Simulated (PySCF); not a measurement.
Species: C₅H₁₁NO.
Numbering: `[CH3:1][C:2](=[O:3])[NH:4][CH:5]([CH3:6])[CH3:7]` (hydrogens: H8, H9, H10 on C1; H11 on N4; H12 on C5; H13, H14, H15 on C6; H16, H17, H18 on C7)

Structure optimised with GFN2-xTB, isolated species.

What internal coordinates does the optimisation give?

```
                   bond  length (Å)
                  C1–C2       1.517
                  C2=O3       1.212
                  C2–N4       1.353
                  N4–C5       1.449
           C5–C6, C5–C7       1.527
   C1–H8, C1–H9, C1–H10       1.087
                 N4–H11       1.008
                 C5–H12       1.095
C6–H13 and 5 like bonds       1.087
```

Bonds in one row agree within 0.01 Å and their mean is given. A selection of angles:
```
     angle  degrees
  C2–C1–H8    110.5
  H8–C1–H9    109.4
  C1–C2–O3    123.6
  C1–C2–N4    113.4
  O3–C2–N4    123.1
  C2–N4–C5    123.6
 C2–N4–H11    119.5
 C5–N4–H11    116.8
  N4–C5–C6    110.2
 N4–C5–H12    105.6
  C6–C5–C7    111.4
 C6–C5–H12    109.7
 C5–C6–H13    110.2
H13–C6–H14    108.6
H16–C7–H18    108.5
```

Dihedral angles: C1–C2–N4–C5 180° (antiperiplanar); C2–N4–C5–C6 115° (anticlinal). The mirror-image conformer, all signs reversed, is as good.

N4 (amide nitrogen) is planar (angles 123.6°, 119.5° and 116.8°, sum 360.0°, 0.01 Å off the plane of its three neighbours). Of the pairs four or more bonds apart, O3···H12 is among the closest relative to their van der Waals radii: 2.34 Å, 86 % of the sum of Bondi's values. The 2 C–N bonds span 1.353 Å (C2–N4, drawn single) to 1.449 Å (N4–C5, drawn single), a spread of 0.096 Å.

Point group: near Cs, missed by 0.28 Å at most; the miss may be what the optimiser left on a soft mode. No frequency check. One conformer, not necessarily the lowest.

All values are computed, not measured.
